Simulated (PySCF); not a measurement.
Molfile (atoms numbered from 1):
```
C7H6F2O
     RDKit          3D

 16 16  0  0  0  0  0  0  0  0999 V2000
   -2.6839   -0.3015   -0.1565 C   0  0  0  0  0  0  0  0  0  0  0  0
   -1.6936    0.6790   -0.3562 O   0  0  0  0  0  0  0  0  0  0  0  0
   -0.4013    0.3457   -0.1398 C   0  0  0  0  0  0  0  0  0  0  0  0
    0.0586   -0.9031    0.2669 C   0  0  0  0  0  0  0  0  0  0  0  0
    1.4116   -1.1295    0.4582 C   0  0  0  0  0  0  0  0  0  0  0  0
    2.3388   -0.1275    0.2517 C   0  0  0  0  0  0  0  0  0  0  0  0
    1.8906    1.1190   -0.1538 C   0  0  0  0  0  0  0  0  0  0  0  0
    2.7795    2.1054   -0.3602 F   0  0  0  0  0  0  0  0  0  0  0  0
    0.5422    1.3616   -0.3494 C   0  0  0  0  0  0  0  0  0  0  0  0
    0.1209    2.5757   -0.7434 F   0  0  0  0  0  0  0  0  0  0  0  0
   -2.5468   -1.1513   -0.8321 H   0  0  0  0  0  0  0  0  0  0  0  0
   -2.6954   -0.6528    0.8797 H   0  0  0  0  0  0  0  0  0  0  0  0
   -3.6285    0.1898   -0.3814 H   0  0  0  0  0  0  0  0  0  0  0  0
   -0.6382   -1.7073    0.4354 H   0  0  0  0  0  0  0  0  0  0  0  0
    1.7435   -2.1061    0.7736 H   0  0  0  0  0  0  0  0  0  0  0  0
    3.3942   -0.2881    0.3959 H   0  0  0  0  0  0  0  0  0  0  0  0
  1  2  1  0
  2  3  1  0
  3  4  2  0
  4  5  1  0
  5  6  2  0
  6  7  1  0
  7  8  1  0
  7  9  2  0
  9 10  1  0
  9  3  1  0
  1 11  1  0
  1 12  1  0
  1 13  1  0
  4 14  1  0
  5 15  1  0
  6 16  1  0
M  END
```

Computational details: NMR shieldings at PBE0/pcSseg-1/GIAO, GFN2-xTB geometry, in PySCF 2.14 (non-relativistic Hamiltonian, averaged over atoms made equivalent by symmetry, fast rotation or ring inversion, gas phase, one computed conformer).

δ = σ(ref) − σ, references computed at the same level: 13C (186.93 ppm) against TMS.

Do the 13C shifts follow the atomic charges (in e)? Tabulate both.

Answers


```csv
atoms,hybridisation,δ (ppm),σ para (ppm),Hirshfeld,IAO,Mulliken,ESP-fitted
C7,sp2,161.9,-230,+0.07,+0.26,+0.27,+0.35
C3,sp2,157.6,-228,+0.06,+0.18,+0.14,+0.37
C9,sp2,151.4,-212,+0.05,+0.23,+0.30,+0.01
C5,sp2,127.7,-196,-0.05,-0.14,-0.05,-0.08
C6,sp2,115.1,-187,-0.08,-0.21,-0.14,-0.44
C4,sp2,109.8,-182,-0.08,-0.23,-0.14,-0.40
C1,sp3,56.3,-115,-0.03,-0.21,-0.04,-0.18
```

Correlation coefficients of δ with charge over these carbons: Hirshfeld +0.66, IAO +0.81, Mulliken +0.69, ESP-fitted +0.67; with the paramagnetic shielding -0.99. Among the 6 sp2 carbons alone: Hirshfeld +0.99, IAO +0.98, Mulliken +0.94, ESP-fitted +0.95. With so few points, grouped by hybridisation, these coefficients are fragile. Charge is one influence among several: hybridisation and low-lying excitations act through the paramagnetic term.

Shifts are as computed. Against solution values, carbons near 30 ppm lie about +3 ppm off and those near 130 ppm about +5 ppm. Of 1211 compounds with measured shifts, 218 miss one by over three times the rms of a fit or turn the order of signals round; such compounds aren't used in these exercises.
